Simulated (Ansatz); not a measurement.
Z-matrix (Å, degrees):
```
B
H 1 1.1742
H 1 1.2760 2 145.80
H 1 1.2766 2 145.56 3 -179.97
```
Charge +1, spin multiplicity 2.

Calculation: frozen-core CCSD(T)/cc-pVTZ // PBE0-D4/def2-TZVP in Ansatz (a program for electronic structure).

```
Quantity                      Result
----------------------  ------------
HF energy               -25.98814 Ha
MP2 correlation energy   -0.08397 Ha
```

Problem. Estimate the CCSD correlation energy, the (T) correction, the total energy and the T1 diagnostic.

Solution. 
```json
{
  "CCSD correlation energy": "-0.10371 Ha",
  "(T) correction": "-0.00190 Ha",
  "CCSD(T) total energy": "-26.09375 Ha",
  "T1 diagnostic": "0.010"
}
```
